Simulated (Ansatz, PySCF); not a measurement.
Gas-phase reaction in SMILES: [SeH2] (H2Se) -> [SeH2] (H2Se) as doublet, charge +1 + e-
Geometries: B3LYP-D3(BJ)/def2-TZVP minima from Ansatz (a first-principles code). A spin state is the lowest found, not a proven ground state.

Quantity: adiabatic ionisation energy (0 K, with B3LYP-D3(BJ) harmonic zero-point energies from PySCF), in eV. Cores are frozen in the correlated levels unless marked. UHF or UKS for open shells. Spin-orbit coupling is left out. Frozen are the shells of the preceding noble gas and the d and f shells that filled before the atom's block. Non-relativistic. CBS(X,Y): correlation extrapolated as X^-3; Hartree-Fock from the larger set (for Q and 5 zeta extrapolated as (X+1)exp(-9√X)). The bracket is a focal-point correction in the basis named.

| level | program | adiabatic ionisation energy (eV) | minus last row |
|---|---|---|---|
| HF/def2-SVP | Ansatz | 8.75 | -1.13 |
| PBE0-D4/def2-TZVPD | Ansatz + dftd4 | 9.77 | -0.11 |
| B2PLYP-D4/def2-TZVPD | Ansatz + dftd4 | 9.75 | -0.13 |
| SCS-MP2/aug-cc-pVQZ | Ansatz | 9.81 | -0.07 |
| CCSD(T)/aug-cc-pVTZ | Ansatz | 9.76 | -0.12 |
| RI-MP2/CBS(cc-pVTZ,cc-pVQZ)+[CCSD(T)-MP2]/cc-pVQZ | Ansatz | 9.88 | 0.00 |
| CCSD(T)/CBS(cc-pVQZ,cc-pV5Z) | Ansatz | 9.88 | 0.00 |
